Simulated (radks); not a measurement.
Question: Charge is removed step by step from the 4p3/2 level of neutral technetium, starting from [Ar] 3d10 4s2 4p(1/2: 2, 3/2: 4) 4d5 5s2. Calculated with a radial shooting solver on a logarithmic mesh with Libxc functionals: Dirac Kohn-Sham, LDA (Slater exchange, Perdew-Wang correlation), spin-unpolarised, spherical densities, finite nucleus; open shells fill j = l - 1/2 first; Fermi nuclear charge, rms radius 4.4112 fm. At the starting occupation the eigenvalue is -44.328 eV. Estimate the energy to remove one whole electron from this level, the eigenvalue at the end, and how far E(n) bends from a straight line.

Answer: Delta-SCF 50.489 eV; final eigenvalue -57.018 eV; the deviation from the straight line is -1.589 eV at 0.5 electron removed, the largest on the grid computed. Slater's transition state (half an electron removed) gives 50.397 eV. Integrating minus the eigenvalue over the occupation (Janak's theorem) gives 50.489 eV. The mean slope of the eigenvalue, de/dn, is 12.7 eV per electron.
